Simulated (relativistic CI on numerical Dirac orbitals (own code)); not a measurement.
**Hyperfine structure of Ga23+, mass number 69**

Computed by Dirac-Coulomb-Breit CI, separate exchange-only KLI orbitals for each configuration, QED by a radiative potential, unscaled Slater integrals (own radial code, finite nucleus).

Configuration list (outside the closed core 1s2): 2s2.2p4, 2s.2p5, 2p6, 2p5.3s, 2p5.3p, 2p5.3d, 2s2.2p3.3s, 2s2.2p3.3p, 2s2.2p3.3d, 2s.2p4.3s, 2s.2p4.3p, 2s.2p4.3d, 2s2.2p3.4s, 2s2.2p3.4p, 2s2.2p3.4d, 2s2.2p3.4f. Levels of other configurations are missing.

Nuclear spin I = 3/2, μ = 2.01502 μN, Q = 0.171 b (tables of Stone and Pyykkö). The electronic factors are computed for point nuclear moments, without core polarisation or the Bohr-Weisskopf and QED corrections.

```tsv
Level	E (Ry)	A (GHz)	B (GHz)
2s2.2p4 3P_2	0.0000	63.06	8.22
2s2.2p4 3P_1	1.9027	-5.443	-7.6
2s2.2p4 1D_2	2.7482	139	-23.5
2s.2p5 3P°_2	11.4285	332.1	-15.1
2s.2p5 3P°_1	12.5283	119.4	5.72
2s.2p5 1P°_1	15.9103	418.8	-13.3
2s2.2p3.3s 5S°_2	92.9882	96.76	5.21
2s2.2p3.3s 3S°_1	93.4683	-20.31	4.33
```

Levels with J = 0, under 50 % of one LS term, or S terms without an open s electron are left out. Small factors come from cancelling terms and can be off by tens of per cent or more.

At this charge energies of transitions that change n are usually good to better than 1 %, and those within a shell (Δn = 0) to a few per cent.

Q: Give the hyperfine levels of 2s2.2p4 3P_2 relative to its centre of gravity.

A: With K = F(F + 1) − I(I + 1) − J(J + 1), E = AK/2 + B[¾K(K + 1) − I(I + 1)J(J + 1)]/[2I(2I − 1)J(2J − 1)]: F = 1/2: -276.6, F = 3/2: -189.2, F = 5/2: -36.67, F = 7/2: 191.2 GHz.

LS names give the leading component of a level, which can be under half, so a name can repeat, a term be missing and a line seem to break the LS rules.
